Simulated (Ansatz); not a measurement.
C2H10N2Si can be A, `NCC[SiH2]N`, or B, `CC(N)N[SiH3]`.

Computed with Ansatz on PBE0-D4/def2-TZVP structures; ΔE is electronic, products minus reactants. CCSD(T)/CBS adds triple-zeta CCSD(T) − MP2 to the extrapolated MP2 energy (def2 sets, frozen cores). Functionals use def2-TZVPP. B3LYP here is the variant with VWN-RPA as its local correlation; programs differ in this. Each species was taken in one conformer, which may not be the lowest.

Question: Which isomer does CCSD(T)/CBS put lower? Give the gap. (An estimate is asked.)

Answer: The calculation gave: A, by 41.2 kJ/mol.

Question: Give E(B) − E(A) in kJ/mol with ωB97M-V, CCSD(T)/def2-TZVPP, CCSD/def2-TZVPP, r2SCAN-D4, B3LYP, B2PLYP, PBE-D4. (Estimate.)

Answer: Ansatz gave: ωB97M-V 40.2, CCSD(T)/def2-TZVPP 37.0, CCSD/def2-TZVPP 37.9, r2SCAN-D4 39.4, B3LYP 39.5, B2PLYP 39.3, PBE-D4 38.3. None reverses the order clearly.

Largest T1 diagnostic: 0.010.
